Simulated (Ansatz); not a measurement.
C6H4N2, SMILES `N#Cc1ccccn1`, relaxed with RKS PBE-D4/def2-SVP in the Gaussian-basis code of Ansatz from a rough embedded geometry. The force threshold is 0.03 eV/Å; the program also tests the step.

Charge 0, multiplicity 1.

Start:

```xyz
12

N    -1.191   -0.700    3.467
C    -0.857   -0.504    2.318
C    -0.424   -0.268    0.940
C     0.469    0.768    0.714
C     0.822    0.955   -0.666
C     0.388    0.083   -1.623
C    -0.432   -0.980   -1.207
N    -0.815   -1.174    0.066
H     0.737    1.513    1.474
H     1.453    1.807   -0.909
H     0.655    0.193   -2.651
H    -0.806   -1.693   -1.923
```

(1) How much energy does the relaxation release, and in how many steps? (Estimate.)

(2) Which bonds change most? (Best estimate.)

(3) Give the relaxed structure. (An estimate is asked.)

Results:

(1) Ansatz gave: 6.76 kcal/mol, in 4 steps.

(2) Ansatz gave: N1–C2 from 1.212 to 1.173 Å; C4–C5 from 1.437 to 1.400 Å; C5–C6 from 1.366 to 1.402 Å; C6–H11 from 1.068 to 1.100 Å.

(3) Ansatz gave: 
```xyz
12

N    -1.180   -0.681    3.453
C    -0.845   -0.516    2.341
C    -0.411   -0.295    0.980
C     0.426    0.804    0.685
C     0.827    0.987   -0.643
C     0.385    0.077   -1.613
C    -0.446   -0.984   -1.208
N    -0.843   -1.177    0.055
H     0.745    1.489    1.483
H     1.478    1.832   -0.914
H     0.675    0.182   -2.669
H    -0.812   -1.717   -1.949
```
